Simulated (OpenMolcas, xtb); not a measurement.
BSiH3OF2 (SMILES FB(F)O[SiH3]): methods side by side

The species is BSiH3OF2 (8 atoms), meant as a singlet with charge 0. SMILES: `FB(F)O[SiH3]`. The shape is that of a PBE0-D4/def2-TZVP optimisation.

Each level gives the HOMO–LUMO gap (eV). The values are calculated.

```csv
level,kind,program,value (eV),CPU time
GFN2-xTB,semi-empirical,xtb,5.93,under 2 s
GFN0-xTB,semi-empirical,xtb,5.63,under 2 s
HF/cc-pVDZ,Hartree–Fock,OpenMolcas,16.75,7.5 s
SVWN5/cc-pVDZ,LDA,OpenMolcas,7.21,23 s
PBE/cc-pVDZ,GGA,OpenMolcas,7.41,38 s
TPSS/cc-pVDZ,meta-GGA,OpenMolcas,7.88,50 s
M06-2X/cc-pVDZ,hybrid meta-GGA,OpenMolcas,12.04,42 s
B2PLYP/cc-pVDZ,double hybrid,OpenMolcas,12.41,26 s
```

The values span 5.63 to 16.75 eV. Orbital gaps aren't excitation energies, and those of double hybrids come from the SCF part alone; they tend to grow with the share of exact exchange. Times are those of the runs behind each value, whatever else they computed, on shared processors of several kinds: orders of magnitude only.
